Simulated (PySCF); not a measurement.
Si(OH)4 (H4O4Si), SMILES O[Si](O)(O)O. Atoms are numbered in the order given.

```xyz
9

O     -1.0614    -0.9407     0.8737
Si     0.0000     0.0000     0.0000
O      0.9407    -1.0614    -0.8737
O     -0.9407     1.0614    -0.8737
O      1.0614     0.9407     0.8737
H     -0.6832    -1.7958     1.1430
H      1.7958    -0.6832    -1.1430
H     -1.7958     0.6832    -1.1430
H      0.6832     1.7958     1.1430
```
Charge 0, spin multiplicity 1.

The structure is a stationary point at PBE-D3(BJ)/def2-SVP. The isomer is the one that the SMILES or the coordinates give; other isomers of the formula were not compared. Other conformers were not sampled.

Computed with M06-2X/def2-TZVP in PySCF.

* **total energy**: -593.04021 hartree
* **point group**: S4
* **highest occupied level**: -11.01 eV
* **lowest empty level**: 0.91 eV
* **orbital gap**: 11.92 eV
* **dipole moment**: 0.00 D
* **quadrupole, principal values (traceless, Buckingham form, about the centre of nuclear charge)**: -1.85, 0.92, 0.92 D·Å
* **mean static polarisability**: 35.4 bohr³ (5.25 Å³)
* **polarisability, principal values**: 33.3, 36.5, 36.5 bohr³
